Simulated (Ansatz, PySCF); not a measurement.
Molecule: fluoroboronic acid, sum formula H2BO2F (charge 0, singlet). 
Coordinates optimised at B3LYP-D3(BJ)/def2-TZVP (Ansatz, a first-principles code):
```xyz
6

B     -0.0174     0.0136     0.0008
F      0.3228     1.3060     0.0664
O     -1.3369    -0.2935    -0.0072
O      0.9426    -0.9533    -0.0556
H     -1.5039    -1.2399    -0.0557
H      1.8407    -0.6079    -0.0430
```

Dipole moments at this geometry, in debye (magnitudes).

| level | program | dipole (D) |
|---|---|---|
| HF/def2-TZVPD | PySCF | 1.97 |
| PBE/def2-TZVPD | Ansatz | 1.81 |
| r2SCAN/def2-TZVPD | Ansatz | 1.85 |
| B97M-V/def2-TZVPD | Ansatz | 1.82 |
| B3LYP/def2-TZVPD | PySCF | 1.87 |
| r2SCANh/def2-TZVPD | Ansatz | 1.87 |
| r2SCAN0/def2-TZVPD | Ansatz | 1.89 |
| HSE06/def2-TZVPD | Ansatz | 1.87 |
| CAM-B3LYP/def2-TZVPD | Ansatz | 1.90 |
| LC-wPBE/def2-TZVPD | Ansatz | 1.90 |
| wB97M-V/def2-TZVPD | Ansatz | 1.87 |
| wB97X-V/def2-TZVPD | Ansatz | 1.87 |
| CCSD(T)/aug-cc-pVDZ | Ansatz | 1.86 |
